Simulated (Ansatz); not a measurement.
**[InH4]− (SMILES [H][In-]([H])([H])[H]): methods side by side**

The species is [InH4]− (5 atoms), meant as a singlet with charge -1. As SMILES, `[H][In-]([H])([H])[H]`. The shape comes from GFN2-xTB, which is rough for such elements, and wasn't checked as a minimum.

| atom | x (Å) | y (Å) | z (Å) |
| --- | --- | --- | --- |
| In | 0.0000 | 0.0000 | 0.0000 |
| H | 0.5606 | -0.0313 | 1.2846 |
| H | 1.4005 | -0.0174 | 0.0626 |
| H | -0.9720 | 0.7656 | -0.6592 |
| H | -0.9891 | -0.7169 | -0.6880 |

Quantity: the energy change with the In1–H5 bond stretched from 1.402 to 1.753 Å, in eV. The values are calculated.

| level | kind | program | value (eV) | less FCI/STO-3G |
| --- | --- | --- | --- | --- |
| SVWN5/STO-3G (restricted) | LDA | Ansatz | -0.10 | +0.49 |
| revPBE/STO-3G (restricted) | GGA | Ansatz | -0.35 | +0.24 |
| B3LYP/STO-3G (restricted) | global hybrid | Ansatz | -0.32 | +0.27 |
| BHLYP/STO-3G (restricted) | global hybrid | Ansatz | -0.37 | +0.22 |
| HSE06/STO-3G (restricted) | range-separated hybrid | Ansatz | -0.32 | +0.27 |
| RPA@PBE/STO-3G (restricted) | RPA | Ansatz | -0.58 | +0.01 |
| MP2/STO-3G (restricted) | perturbation theory | Ansatz | -0.53 | +0.06 |
| FCI/STO-3G | exact in the basis | Ansatz | -0.59 | 0.00 |

FCI/STO-3G is exact within its basis and frozen core, so for wave-function methods in that basis the difference is their error; functionals converge differently with the basis, so for them it is only a difference. All-electron rows without a relativistic Hamiltonian named are non-relativistic. Sets without diffuse functions describe the anion poorly. The first shape isn't each level's own minimum. The values span -0.59 to -0.10 eV. All rows use very small basis sets, so none should be taken for the real molecule's value. In the correlated wave-function rows the outer d shell of In is correlated, in sets not made for it.
